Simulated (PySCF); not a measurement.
Si(F)(Me)2(NH2) (C₂H₈FNSi), SMILES C[Si](C)(N)F. Coordinates come from a PBE-D3(BJ)/def2-SVP optimisation. This is a generated structure with no PubChem entry under its InChIKey; it may be hypothetical. The values are those of a single conformer.

Method: PBE-D3(BJ)/def2-SVP run with PySCF.

Harmonic wavenumbers (cm⁻¹): 127, 140, 179, 183, 245, 271, 289, 300, 432, 619, 663, 700, 749, 753, 765, 862, 868, 906, 1223, 1226, 1377, 1380, 1386, 1389, 1498, 2979, 2980, 3075, 3075, 3083, 3084, 3486, 3579. Rotational constants (GHz): 3.514, 3.305, 3.184; symmetry number 1.

### Question
Work out the zero-point energy and the ideal-gas rigid-rotor harmonic-oscillator thermochemistry at 298.15 K and 1 atm.

### Answer
ZPE = ½ Σ hcν = ½ × 43868 cm⁻¹ = 62.71 kcal/mol. H − E(el) = 68.55 kcal/mol. Entropy in cal/(mol K): translation 39.51, rotation 26.57, vibration 19.98, total 86.06. G − E(el) = 42.89 kcal/mol. Cp = 31.19 cal/(mol K). Modes under 150 cm⁻¹ make the vibrational entropy uncertain.
